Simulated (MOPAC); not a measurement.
MOPAC input (PM6):

```
PM6 1SCF UHF MS=0.5 GEO-OK AUX(PRECISION=9) THREADS=1
HCl2OSi

O    -0.18076600 1    1.81452200 1   -0.69645900 1
Si   -0.02871200 1    0.49363000 1    0.28003100 1
Cl    1.70252400 1   -0.52665400 1   -0.07072200 1
Cl   -1.59247800 1   -0.79978300 1    0.07289900 1
H    -0.02268200 1    1.12244300 1    1.61421700 1
```

Output:

```
 *******************************************************************************
 **                                                                           **
 **                              MOPAC v23.2.5                                **
 **                                                                           **
 *******************************************************************************
 ** MOPAC's Digital Object Identifier: https://doi.org/10.5281/zenodo.6511958 **
 **                                                                           **
 ** Please cite the open-source release paper for use of this MOPAC version:  **
 ** J. E. Moussa and J. J. P. Stewart (2026)                                  **
 ** MOPAC: An open-source semiempirical molecular orbital program             **
 ** J. Open Source Softw., 11(119), 8025, https://doi.org/10.21105/joss.08025 **
 *******************************************************************************

                              PM6 CALCULATION RESULTS

 *******************************************************************************
 *  PM6        - The PM6 Hamiltonian to be used
 *  GEO-OK     - OVERRIDE INTERATOMIC DISTANCE AND OTHER SAFETY CHECKS
 *  UHF        - UNRESTRICTED HARTREE-FOCK CALCULATION
 *  MS=        - IN MECI, MAGNETIC COMPONENT OF SPIN =  0.5
 *  1SCF       - DO 1 SCF AND THEN STOP
 *  AUX        - OUTPUT AUXILIARY INFORMATION
 *******************************************************************************
PM6 1SCF UHF MS=0.5 GEO-OK AUX(PRECISION=9) THREADS=1
 HCl2OSi

   ATOM   CHEMICAL          X               Y               Z
  NUMBER   SYMBOL      (ANGSTROMS)     (ANGSTROMS)     (ANGSTROMS)

     1       O         -0.18076600  *   1.81452200  *  -0.69645900  *
     2      Si         -0.02871200  *   0.49363000  *   0.28003100  *
     3      Cl          1.70252400  *  -0.52665400  *  -0.07072200  *
     4      Cl         -1.59247800  *  -0.79978300  *   0.07289900  *
     5       H         -0.02268200  *   1.12244300  *   1.61421700  *

          CARTESIAN COORDINATES

    NO.       ATOM           X           Y           Z

     1         O         -0.1808      1.8145     -0.6965
     2        Si         -0.0287      0.4936      0.2800
     3        Cl          1.7025     -0.5267     -0.0707
     4        Cl         -1.5925     -0.7998      0.0729
     5         H         -0.0227      1.1224      1.6142

 General Reference for PM6:
 "Optimization of Parameters for Semiempirical Methods V: Modification of NDDO Approximations
 and Application to 70 Elements", J. J. P. Stewart, J. Mol. Mod., 13, 1173-1213 (2007)
 URL: https://link.springer.com/article/10.1007/s00894-007-0233-4

           Empirical Formula: H O Si Cl2  =     5 atoms

      MOLECULAR POINT GROUP   :   Cs

          UHF CALCULATION, NO. OF ALPHA ELECTRONS =   13
                           NO. OF BETA  ELECTRONS =   12

 -------------------------------------------------------------------------------
 PM6 1SCF UHF MS=0.5 GEO-OK AUX(PRECISION=9) THREADS=1
 HCl2OSi

     1SCF WAS SPECIFIED, SO BFGS WAS NOT USED
     SCF FIELD WAS ACHIEVED

                              PM6 CALCULATION
                                                       MOPAC v23.2.5 Linux

          FINAL HEAT OF FORMATION =        -76.09060 KCAL/MOL =    -318.36307 KJ/MOL

          COSMO AREA              =        118.25 SQUARE ANGSTROMS
          COSMO VOLUME            =        107.58 CUBIC ANGSTROMS

          IONIZATION POTENTIAL    =         11.320707 EV
          ALPHA SOMO LUMO (EV)    =        -11.596 -0.555
          BETA  SOMO LUMO (EV)    =        -11.321 -4.358
          NO. OF ALPHA ELECTRONS  =         13
          NO. OF BETA  ELECTRONS  =         12
          MOLECULAR WEIGHT        =        115.9988         POINT GROUP:  Cs

          MOLECULAR DIMENSIONS (Angstroms)

            Atom       Atom       Distance
           Cl     4   Cl     3     3.30942
            O     1   Cl     3     2.58483
            H     5   Cl     4     2.03705

          SCF CALCULATIONS        =          1

   ATOM   CHEMICAL          X               Y               Z
  NUMBER   SYMBOL      (ANGSTROMS)     (ANGSTROMS)     (ANGSTROMS)

     1       O         -0.18076600  *   1.81452200  *  -0.69645900  *
     2      Si         -0.02871200  *   0.49363000  *   0.28003100  *
     3      Cl          1.70252400  *  -0.52665400  *  -0.07072200  *
     4      Cl         -1.59247800  *  -0.79978300  *   0.07289900  *
     5       H         -0.02268200  *   1.12244300  *   1.61421700  *

                             CARTESIAN COORDINATES

   1    O       -0.180766000     1.814522000    -0.696459000
   2   Si       -0.028712000     0.493630000     0.280031000
   3   Cl        1.702524000    -0.526654000    -0.070722000
   4   Cl       -1.592478000    -0.799783000     0.072899000
   5    H       -0.022682000     1.122443000     1.614217000

           Empirical Formula: H O Si Cl2  =     5 atoms

      MOLECULAR POINT GROUP   :   Cs

          ALPHA EIGENVALUES
 -31.64834 -26.72878 -26.44603 -18.88722 -16.68421 -14.76205 -14.43164 -13.40585
 -13.36877 -12.53341 -11.90160 -11.81703 -11.59600  -0.55488  -0.29529  -0.18809
   0.50504   0.93629   0.96565   1.60991   3.03592   3.81165  87.85443  87.99704
  88.01407  88.73927  88.74714  88.78477  88.84605  89.01754  89.33817  89.34139

           BETA EIGENVALUES
 -27.50364 -26.64259 -26.45022 -18.20340 -14.09651 -13.61793 -13.09425 -12.56972
 -12.43988 -11.85027 -11.71964 -11.32071  -4.35823  -0.31864  -0.27277  -0.08516
   0.52660   1.16202   1.59079   1.64501   3.59192   4.18274  87.85411  87.99786
  88.01276  88.73794  88.74608  88.78372  88.84551  89.01513  89.33703  89.33995

              NET ATOMIC CHARGES AND DIPOLE CONTRIBUTIONS

  ATOM NO.   TYPE          CHARGE      No. of ELECS.   s-Pop       p-Pop       d-Pop
    1          O          -0.179624        6.1796     1.84532     4.33430
    2         Si           0.478268        3.5217     1.06046     1.40518     1.05610
    3         Cl          -0.175290        7.1753     1.99327     5.17976     0.00226
    4         Cl          -0.175167        7.1752     1.99327     5.17963     0.00226
    5          H           0.051814        0.9482     0.94819
 DIPOLE           X         Y         Z       TOTAL
 POINT-CHG.    -0.009     0.964     1.644     1.906
 HYBRID         0.024    -0.665    -0.698     0.965
 SUM            0.015     0.299     0.946     0.992

          ATOMIC ORBITAL ELECTRON POPULATIONS

     Atom    s        px        py        pz      x^2-y^2     xz        z^2       yz        xy
    1  O   1.84532   1.73434   1.54558   1.05438
    2 Si   1.06046   0.44811   0.43419   0.52288   0.19389   0.12051   0.17595   0.28701   0.27875
    3 Cl   1.99327   1.55670   1.76109   1.86197   0.00056   0.00031   0.00034   0.00018   0.00088
    4 Cl   1.99327   1.61860   1.69284   1.86819   0.00052   0.00022   0.00035   0.00022   0.00095
    5  H   0.94819

                    (SZ)    =    0.500000
                    (S**2)  =    0.770005

          ATOMIC ORBITAL SPIN POPULATIONS

    Atom   Total    s     px     py     pz   x^2-y^2  xz     z^2    yz     xy
         Atomic
    1  O  1.0055  0.029  0.060  0.148  0.768
    2 Si -0.0807 -0.018 -0.022 -0.022 -0.029 -0.003 -0.007  0.072 -0.026 -0.024
    3 Cl -0.0012 -0.000  0.000 -0.001 -0.000 -0.000 -0.000 -0.000 -0.000 -0.000
    4 Cl -0.0009 -0.000 -0.001 -0.001  0.000 -0.000 -0.000 -0.000 -0.000 -0.000
    5  H  0.0773  0.077

 **********************
 *                    *
 * JOB ENDED NORMALLY *
 *                    *
 **********************

 == MOPAC DONE ==
```

The geometry given is a B3LYP-D3(BJ)/def2-TZVP minimum.
